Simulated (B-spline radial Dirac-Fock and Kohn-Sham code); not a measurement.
**Neutral europium: differential elastic cross section for positrons at 12.2 keV**

Method: relativistic (Dirac) partial waves in the static field of the Dirac-Fock atom, without polarisation or absorption potentials. Computed with an atomic code on a B-spline grid.

Input file task.json (cfg lists n, l and occupation; rrms is the nuclear radius in fm):

```json
{"items": [{
  "Z": 63,
  "q": 0,
  "cfg": [[1, 0, 2], [2, 0, 2], [2, 1, 6], [3, 0, 2], [3, 1, 6], [3, 2, 10], [4, 0, 2], [4, 1, 6], [4, 2, 10], [4, 3, 7], [5, 0, 2], [5, 1, 6], [6, 0, 2]],
  "A": 153,
  "rrms": 5.1115,
  "do": "elastic",
  "energies": [[12200.0, 1]],
  "theta": [0, 0.5, 1, 2, 4, 8, 12, 16, 24, 32, 45, 60, 75, 90, 105, 120, 135, 150, 165, 180]
}]}
```

Launch: `python xray2_run.py task.json out`

| θ (°) | dσ/dΩ (a₀²/sr) |
| --- | --- |
| 0 | 634 |
| 0.5 | 534 |
| 1 | 348 |
| 2 | 130 |
| 4 | 32.7 |
| 8 | 4.92 |
| 12 | 1.42 |
| 16 | 0.585 |
| 24 | 0.165 |
| 32 | 0.0635 |
| 45 | 0.0204 |
| 60 | 0.00811 |
| 75 | 0.00405 |
| 90 | 0.00236 |
| 105 | 0.00155 |
| 120 | 0.00112 |
| 135 | 0.000879 |
| 150 | 0.000744 |
| 165 | 0.000675 |
| 180 | 0.000653 |

The total elastic cross section is 2.82 a₀², the first transport cross section 0.0532 a₀² and the second, weighted with (3/2) sin²θ, 0.118 a₀². The mean deflection is ⟨1 − cos θ⟩ = 0.0188, and 0.28 % of the collisions scatter beyond 90°.
